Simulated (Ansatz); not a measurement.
Gas-phase reaction in SMILES: [O]=[Zr]([F])[F] → [O]=[Zr]([F])[F] as doublet, charge +1 + e-
Structures are relaxed separately at B3LYP-D3(BJ)/def2-TZVP in Ansatz (a quantum-chemistry and plane-wave program). Frequencies are from Ansatz. [O]=[Zr]([F])[F] as doublet, charge +1: The spin state was set by rule; other spins were not relaxed.

Wanted: adiabatic ionisation energy (0 K, with B3LYP-D3(BJ) harmonic zero-point energies), in eV. Valence correlation only, unless marked. Open shells are spin-unrestricted. No spin-orbit coupling. Frozen are the shells of the preceding noble gas and the d and f shells that filled before the atom's block. Past Kr the def2 sets carry scalar-relativistic core potentials. STO-3G rows are all-electron and non-relativistic. Basis-set limits of correlation are two-point, X^-3; Hartree-Fock from the larger set. [CCSD(T)-MP2]/basis is that difference in the basis named.

| level | program | adiabatic ionisation energy (eV) |
|---|---|---|
| HF/STO-3G | Ansatz | 4.04 |
| BLYP/def2-TZVPD | Ansatz | 10.39 |

Q: Estimate the value at RI-MP2/CBS(def2-TZVPPD,def2-QZVPPD)+[CCSD(T)-MP2]/def2-TZVPPD as computed with Ansatz.

A: 10.62 eV
